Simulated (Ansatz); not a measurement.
`BN([SiH3])[SiH3]` + `CB(N)N` → `BNB(C)N` + `[SiH3]N[SiH3]`  (ligand exchange at a B–N bond)

Computed with Ansatz on PBE0-D4/def2-TZVP structures; ΔE is electronic, products minus reactants. CCSD(T)/CBS adds triple-zeta CCSD(T) − MP2 to the extrapolated MP2 energy (def2 sets, frozen cores). This one scheme is used for every species. DFT in def2-TZVPP. B3LYP here is the variant with VWN-RPA as its local correlation; programs differ in this. Each species was taken in one conformer, which may not be the lowest.

```tsv
level	ΔE (kJ/mol)
B3LYP-D4	-7.8
B2PLYP	-8.9
BHLYP	-11.3
CAM-B3LYP	-10.8
```

What does CCSD(T)/CBS give? (Estimate.)

Ansatz gave: -6.4 kJ/mol. The listed levels differ from it by -1.4, -2.5, -4.9, -4.4 kJ/mol.

What do rigid-rotor, harmonic-oscillator terms from PBE0-D4/def2-TZVP frequencies (298.15 K, 1 bar) make of the CCSD(T)/CBS value? (An estimate is asked.)

Ansatz gave: ΔZPE = +1.5 kJ/mol, ΔH = -5.4 kJ/mol, ΔS = 6 J/(mol·K), ΔG = -7.2 kJ/mol. Modes under 50 cm⁻¹ make the entropy rough.

Largest T1 diagnostic among the species: 0.013.

At CCSD(T), def2-SVP lies −4.2 kJ/mol from the extrapolated value and def2-TZVPP −0.3 kJ/mol. The D4 term adds +3.3 kJ/mol with B3LYP and +1.7 kJ/mol with PBE0; it sums over pairs of atoms, weighted by their polarisabilities, and B3LYP, whose exchange is more repulsive, gets the larger term. Leaving LDA and LC-ωPBE aside and taking each functional with its dispersion term where it has one, the values, not all of them listed here, spread over 5.6 kJ/mol, from B97M-V to revPBE-D4.
